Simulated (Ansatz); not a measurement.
`[SiH3][SnH][Cl]`, charge 0, multiplicity 2.

Q: Give a relaxed structure at PBE0-D4/def2-TZVP (Ansatz 0.2.0). (Best estimate.)

A: Ansatz gave: 
Z-matrix (Å, degrees):
```
Si
Sn 1 2.592
H 1 1.483 2 107.6
H 1 1.486 2 108.4 3 118.8
H 1 1.486 2 110.7 3 -120.5
Cl 2 2.356 1 104.2 3 61.7
H 2 1.728 1 115.2 3 173.8
```
